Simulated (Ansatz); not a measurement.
Molecule: C5H7Si, charge -1, multiplicity 1. It need not be the lowest isomer of its formula. Whether it binds its extra electron was not tested at this geometry. 
Coordinates optimised at B3LYP-D3(BJ)/def2-TZVP (Ansatz, a first-principles code):
SMILES: C1C([SiH3])=CC=[C-]1
```xyz
13

Si    -1.9910     0.2465     0.2623
C     -0.2038     0.0309     0.0348
C      0.7876     0.5537     0.8134
C      2.0952     0.1639     0.3201
C      2.0399    -0.6315    -0.8026
C      0.5331    -0.7596    -1.0472
H     -2.7565    -1.0293     0.4599
H     -2.6986     0.8832    -0.8980
H     -2.3258     1.0973     1.4464
H      0.6101     1.1798     1.6876
H      3.0091     0.4887     0.8165
H      0.2840    -0.3957    -2.0537
H      0.2409    -1.8189    -1.0432
```
Charge -1, spin multiplicity 1.

Total electronic energies in hartree. Cores are frozen in the correlated levels unless marked. Spin-orbit coupling is left out. No relativistic terms. CBS marks a two-point X^-3 extrapolation of the correlation energy; Hartree-Fock from the larger set. The bracket is a focal-point correction in the basis named.

| level | program | energy (Eh) |
|---|---|---|
| HF/aug-cc-pV(T+d)Z | Ansatz | -482.32531 |
| HF/cc-pVTZ | Ansatz | -482.31526 |
| RI-HF/cc-pV(T+d)Z | Ansatz | -482.31874 |
| RI-HF/cc-pV(Q+d)Z | Ansatz | -482.33668 |
| SVWN5/def2-TZVPD | Ansatz | -481.27660 |
| PBE-D3(BJ)/def2-TZVPD | Ansatz + dftd3 | (withheld) |
| r2SCAN-D3(BJ)/def2-TZVPD | Ansatz + dftd3 | -484.09548 |
| BHLYP-D4/def2-TZVPD | Ansatz + dftd4 | -484.12396 |
| BHLYP/def2-TZVPD | Ansatz | -484.10749 |
| B2GP-PLYP-D3(BJ)/def2-TZVPD | Ansatz + dftd3 | -483.85666 |
| SCS-MP2/cc-pV(T+d)Z | Ansatz | -483.25351 |
| CCSD/cc-pV(Q+d)Z | Ansatz | -483.36652 |
| CCSD(T)/6-31G* | Ansatz | -483.00868 |
| CCSD(T)/cc-pVTZ | Ansatz | -483.34772 |
| RI-MP2/CBS(aug-cc-pV(T+d)Z,aug-cc-pV(Q+d)Z)+[CCSD(T)-MP2]/aug-cc-pV(T+d)Z | Ansatz | -483.4775 |

Task: Complete the blanks.

Result: 
- PBE-D3(BJ)/def2-TZVPD, energy (Eh): -483.83817
